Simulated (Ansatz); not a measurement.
`NB(Cl)CO` from Hartree–Fock to CCSD(T)

```csv
atom,x (Å),y (Å),z (Å)
N1,1.074,0.892,-0.970
B2,0.545,-0.046,-0.098
Cl3,1.650,-1.244,0.627
C4,-0.991,-0.144,0.248
O5,-1.310,-0.775,1.471
H6,2.044,0.912,-1.234
H7,0.512,1.609,-1.397
H8,-1.431,0.859,0.274
H9,-1.485,-0.662,-0.593
H10,-0.607,-1.401,1.671
```

Charge 0, multiplicity 1. The geometry is a stationary point of PBE0-D4/def2-TZVP. It is a higher conformer; a search finds a lower one. Frozen core, restricted reference, Ansatz. CBS rows extrapolate triple and quadruple zeta; past MP2 they add the triple-zeta difference.

| basis | HF (Eh) | MP2 corr. | CCSD corr. | (T) | CCSD(T) total |
| --- | --- | --- | --- | --- | --- |
| def2-SVP | -654.07389 | ? | ? | -0.01941 | ? |
| def2-TZVPP | ? | -0.91248 | -0.95174 | -0.03797 | ? |
| def2-QZVPP | -654.48148 | -0.98472 | – | – | – |
| CBS(def2) | -654.48449 | ? | -1.07749 | as TZ | ? |

Question: Fill in the withheld values. (Estimate.)

Answer: Computed: def2-SVP MP2 corr.: -0.71048; def2-SVP CCSD corr.: -0.75608; def2-SVP CCSD(T) total: -654.84938; def2-TZVPP HF (Eh): -654.45961; def2-TZVPP CCSD(T) total: -655.44932; CBS(def2) MP2 corr.: -1.03823; CBS(def2) CCSD(T) total: -655.59995.
